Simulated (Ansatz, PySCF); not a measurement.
Gas-phase reaction in SMILES: Br (HBr) → [Br-] + H+
Geometries: B3LYP-D3(BJ)/def2-TZVP minima from Ansatz (a program for electronic structure).
Geometry of the first species:
```xyz
2

Br     0.0000     0.0000    -0.0396
H      0.0000     0.0000     1.3852
```
Charge 0, spin multiplicity 1.

Property: gas-phase deprotonation energy (enthalpy at 298 K, with B3LYP-D3(BJ) rigid-rotor harmonic-oscillator terms from PySCF), in kcal/mol. Valence correlation only, unless marked. Spin-orbit coupling is left out. Frozen are the shells of the preceding noble gas and the d and f shells that filled before the atom's block. No relativistic terms. Anions need diffuse functions: aug- sets have them; def2-D sets add few; the other sets have none. CBS(X,Y): correlation extrapolated as X^-3; Hartree-Fock from the larger set.

CCSD(T)/CBS(aug-cc-pVTZ,aug-cc-pVQZ) (Ansatz) gives 322.2 kcal/mol.

Task: Another calculation gave 323.3 kcal/mol. Which level was it?
A) SVWN5/def2-TZVPD (Ansatz)
B) HF/def2-TZVPD (PySCF)
C) PBE0/def2-TZVPD (Ansatz)
D) M06-L/def2-TZVPD (PySCF)

Result: C, PBE0/def2-TZVPD (Ansatz). The others give 319.9 (HF), 316.6 (SVWN5), 328.4 (M06-L) kcal/mol.
